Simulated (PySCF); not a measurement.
C₄H₇Cl. Atoms are numbered in the order given.

```xyz
12

C     -2.2854     1.0682    -0.3797
C     -1.2602    -0.0111    -0.7585
C     -0.6913    -0.7176     0.4354
C      0.5922    -0.7355     0.8377
Cl     1.8925     0.0704    -0.0012
H     -2.7126     1.5466    -1.2838
H     -1.8173     1.8608     0.2382
H     -3.1274     0.6426     0.2049
H     -1.7505    -0.7628    -1.4174
H     -0.4329     0.4339    -1.3478
H     -1.3977    -1.2713     1.0803
H      0.9330    -1.2696     1.7370
```

Geometry: PBE-D3(BJ)/def2-SVP. One conformer was computed; it need not be the lowest.

All values below come from PySCF with TDA-PBE/def2-SVPD.

Vertical excitations. Gas-phase values at a fixed geometry.

| state | energy (eV) | λ (nm) | f | main pairs |
|---|---|---|---|---|
| S1 | 5.98 | 207 | 0.036 | HOMO→LUMO+1 78 % |
| S2 | 6.30 | 197 | 0.098 | HOMO→LUMO+2 51 %, HOMO→LUMO 20 %, HOMO→LUMO+1 18 % |
| S3 | 6.31 | 196 | 0.000 | HOMO−1→LUMO 96 % |
| S4 | 6.47 | 191 | 0.131 | HOMO→LUMO+2 35 %, HOMO→LUMO 29 %, HOMO→LUMO+3 24 % |
| S5 | 6.91 | 179 | 0.060 | HOMO→LUMO+3 67 %, HOMO→LUMO 12 % |
| S6 | 7.06 | 176 | 0.021 | HOMO→LUMO+4 91 % |
| S7 | 7.23 | 171 | 0.005 | HOMO−2→LUMO 94 % |
| S8 | 7.27 | 171 | 0.012 | HOMO→LUMO+5 93 % |
| S9 | 7.40 | 168 | 0.014 | HOMO−1→LUMO+1 86 % |
| S10 | 7.52 | 165 | 0.000 | HOMO−3→LUMO 95 % |
| T1 | 4.09 | 303 | 0 | HOMO→LUMO 97 % |
| T2 | 5.62 | 221 | 0 | HOMO→LUMO+1 98 % |
| T3 | 6.17 | 201 | 0 | HOMO−1→LUMO 88 % |
| T4 | 6.20 | 200 | 0 | HOMO→LUMO+2 87 % |
Triplets are in the Tamm–Dancoff approximation.
